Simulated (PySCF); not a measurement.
Species: C₃H₆ClFSi.
Geometry (PBE0-D3(BJ)/def2-SVP, Å), atoms numbered from 1 in this order:
```
atom  x, y, z in Å
C1    -1.9103   -0.6558   -0.3588
C2    -1.1994   -0.1762    0.6676
Si3    0.4091    0.7240    0.4654
C4     1.7281   -0.2161   -0.4310
F5     0.9435    1.0883    1.9558
Cl6    0.0963    2.5131   -0.5201
H7    -2.8551   -1.1915   -0.2168
H8    -1.5895   -0.5268   -1.3993
H9    -1.5777   -0.3242    1.6875
H10    2.6473    0.3844   -0.5036
H11    1.9574   -1.1531    0.0990
H12    1.3984   -0.4662   -1.4510
```

The calculation used PySCF 2.14.0, PBE0-D3(BJ)/def2-SVP geometry optimisation, gas phase.

Masses are those of the commonest isotopes; rigid-rotor values at the optimised geometry. The values belong to one conformer with, in the numbering `[CH2:1]=[CH:2][Si@:3]([CH3:4])([F:5])[Cl:6]`, C1–C2–Si3–C4 -57°.

Question: Give the principal moments of inertia and the rotational constants in MHz.

Answer: Ia = 212.62, Ib = 269.63, Ic = 328.93 u·Å²; 505379 MHz·u·Å²/I gives A = 2377, B = 1874, C = 1536 MHz.

Question: Classify the top.

Answer: An asymmetric top; Ray's κ = -0.196.

Question: What does the inertial defect say?

Answer: Not planar: Δ = Ic − Ia − Ib = -153.32 u·Å². For a rigid frame Δ = −2 Σ m c², so Σ m c² = 76.66 u·Å² lies off the ab plane: 16.44 from hydrogen and 60.23 from heavier atoms. The atom farthest from that plane is 2.45 Å away.

Question: Give the other two planar moments, Paa and Pbb, and the rms extents of the mass along the axes.

Answer: Paa = Σ m a² = (Ib + Ic − Ia)/2 = 192.97 and Pbb = Σ m b² = (Ia + Ic − Ib)/2 = 135.96 u·Å². With the mass M = 123.99 u, the rms extents √(P/M) along a, b and c are 1.25, 1.05, 0.79 Å.

Question: Which types of transition are allowed, and where do some lines up to J = 5 fall?

Answer: The dipole components are |μa| = 2.14 D, |μb| = 0.13 D, |μc| = 1.54 D. The squared components, which scale the intensities, stand as 1.00 : 0.00 : 0.52 (a : b : c). Some of the stronger lines:

```json
{"type": "a", "branch": "Q", "J(Ka,Kc)": "1(1,0) ← 1(1,1)", "MHz": "338", "lower level (cm⁻¹)": "0.131"}
{"type": "a", "branch": "Q", "J(Ka,Kc)": "5(3,2) ← 5(3,3)", "MHz": "639", "lower level (cm⁻¹)": "1.923"}
{"type": "c", "branch": "Q", "J(Ka,Kc)": "4(2,3) ← 4(1,3)", "MHz": "664", "lower level (cm⁻¹)": "1.202"}
{"type": "a", "branch": "Q", "J(Ka,Kc)": "4(2,2) ← 4(2,3)", "MHz": "1302", "lower level (cm⁻¹)": "1.224"}
{"type": "c", "branch": "Q", "J(Ka,Kc)": "5(3,3) ← 5(2,3)", "MHz": "1776", "lower level (cm⁻¹)": "1.864"}
{"type": "a", "branch": "Q", "J(Ka,Kc)": "3(1,2) ← 3(1,3)", "MHz": "1998", "lower level (cm⁻¹)": "0.669"}
{"type": "c", "branch": "Q", "J(Ka,Kc)": "3(3,1) ← 3(2,1)", "MHz": "2892", "lower level (cm⁻¹)": "0.790"}
{"type": "c", "branch": "Q", "J(Ka,Kc)": "5(4,2) ← 5(3,2)", "MHz": "3978", "lower level (cm⁻¹)": "1.944"}
{"type": "c", "branch": "Q", "J(Ka,Kc)": "4(4,1) ← 4(3,1)", "MHz": "4362", "lower level (cm⁻¹)": "1.354"}
{"type": "c", "branch": "Q", "J(Ka,Kc)": "5(5,1) ← 5(4,1)", "MHz": "5748", "lower level (cm⁻¹)": "2.079"}
{"type": "a", "branch": "R", "J(Ka,Kc)": "2(1,2) ← 1(1,1)", "MHz": "6484", "lower level (cm⁻¹)": "0.131"}
{"type": "c", "branch": "R", "J(Ka,Kc)": "2(1,1) ← 1(0,1)", "MHz": "8000", "lower level (cm⁻¹)": "0.114"}
{"type": "c", "branch": "R", "J(Ka,Kc)": "2(2,1) ← 1(1,1)", "MHz": "9005", "lower level (cm⁻¹)": "0.131"}
{"type": "a", "branch": "R", "J(Ka,Kc)": "3(0,3) ← 2(0,2)", "MHz": "9822", "lower level (cm⁻¹)": "0.337"}
{"type": "a", "branch": "R", "J(Ka,Kc)": "3(2,1) ← 2(2,0)", "MHz": "10642", "lower level (cm⁻¹)": "0.435"}
{"type": "a", "branch": "R", "J(Ka,Kc)": "3(1,2) ← 2(1,1)", "MHz": "10643", "lower level (cm⁻¹)": "0.381"}
{"type": "c", "branch": "R", "J(Ka,Kc)": "3(2,1) ← 2(1,1)", "MHz": "12272", "lower level (cm⁻¹)": "0.381"}
{"type": "a", "branch": "R", "J(Ka,Kc)": "4(3,1) ← 3(3,0)", "MHz": "13984", "lower level (cm⁻¹)": "0.887"}
{"type": "a", "branch": "R", "J(Ka,Kc)": "5(0,5) ← 4(0,4)", "MHz": "15915", "lower level (cm⁻¹)": "1.094"}
{"type": "c", "branch": "R", "J(Ka,Kc)": "4(1,3) ← 3(0,3)", "MHz": "16100", "lower level (cm⁻¹)": "0.665"}
{"type": "c", "branch": "R", "J(Ka,Kc)": "4(3,2) ← 3(2,2)", "MHz": "17247", "lower level (cm⁻¹)": "0.772"}
{"type": "a", "branch": "R", "J(Ka,Kc)": "5(4,2) ← 4(4,1)", "MHz": "17322", "lower level (cm⁻¹)": "1.499"}
{"type": "a", "branch": "R", "J(Ka,Kc)": "5(3,2) ← 4(3,1)", "MHz": "17706", "lower level (cm⁻¹)": "1.354"}
{"type": "a", "branch": "R", "J(Ka,Kc)": "5(2,3) ← 4(2,2)", "MHz": "17880", "lower level (cm⁻¹)": "1.267"}
{"type": "c", "branch": "R", "J(Ka,Kc)": "4(4,0) ← 3(3,0)", "MHz": "18351", "lower level (cm⁻¹)": "0.887"}
{"type": "c", "branch": "R", "J(Ka,Kc)": "5(4,2) ← 4(3,2)", "MHz": "21874", "lower level (cm⁻¹)": "1.348"}
{"type": "c", "branch": "R", "J(Ka,Kc)": "5(5,1) ← 4(4,1)", "MHz": "23120", "lower level (cm⁻¹)": "1.499"}
```

Question: Estimate the classical rotational partition function at 50 K, 298.15 K and 500 K.

Answer: Point group C1, symmetry number σ = 1; q = (√π/σ)·√((kT/h)³/(ABC)), k/h = 20836.6 MHz/K: 22800 at 50 K, 332000 at 298.15 K, 720000 at 500 K.

Not checked by PBE0-D3(BJ)/def2-SVP frequencies. Constants of a rigid frame at the computed geometry: no zero-point averaging, no centrifugal distortion. A rigid rotor knows nothing of internal rotation, which can split or shift real lines. Quadrupole hyperfine structure (35Cl) is left out.

The run took 39 s on Arm Neoverse V1, one thread, shared host with 32 logical CPUs at a one-minute load of 33, and the process peaked at 0.51 GiB of memory. That covers the optimisation of the geometry.
